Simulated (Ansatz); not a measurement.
Start from `[OH][Hf]([OH])([OH])[SH]` and change one atom or group to get `[OH][Hf]([OH])([OH])[F]`.

Ansatz, PBE0-D4/def2-TZVP geometries, multiplicity 1. Each molecule was computed in one conformer, which needn't be the lowest.

Elements past krypton have def2 core potentials.

```csv
property,`[OH][Hf]([OH])([OH])[SH]`
LUMO energy (ωB97M-V/def2-TZVPP) / eV,1.01
"ideal-gas entropy at 298 K and 1 bar (rigid rotor, harmonic PBE0-D4/def2-TZVP) / J/(mol·K)",430
HOMO–LUMO gap (B3LYP/def2-TZVPP) / eV,6.24
HOMO–LUMO gap (PBE0/def2-TZVPP) / eV,6.83
HOMO energy (ωB97M-V/def2-TZVPP) / eV,-9.15
HOMO energy (B3LYP/def2-TZVPP) / eV,-6.71
```

What does the change do to each property? (Best estimate.)

Ansatz gave: 
```tsv
property	`[OH][Hf]([OH])([OH])[F]`	shift
LUMO energy (ωB97M-V/def2-TZVPP) / eV	0.97	-0.04
ideal-gas entropy at 298 K and 1 bar (rigid rotor, harmonic PBE0-D4/def2-TZVP) / J/(mol·K)	393	-37
HOMO–LUMO gap (B3LYP/def2-TZVPP) / eV	8.22	1.98
HOMO–LUMO gap (PBE0/def2-TZVPP) / eV	8.84	2.01
HOMO energy (ωB97M-V/def2-TZVPP) / eV	-11.44	-2.29
HOMO energy (B3LYP/def2-TZVPP) / eV	-8.72	-2.01
```

The zero-point energy changes by -18.2 kJ/mol with -3 modes.

B3LYP here is the variant with VWN-RPA as its local correlation; programs differ in this.
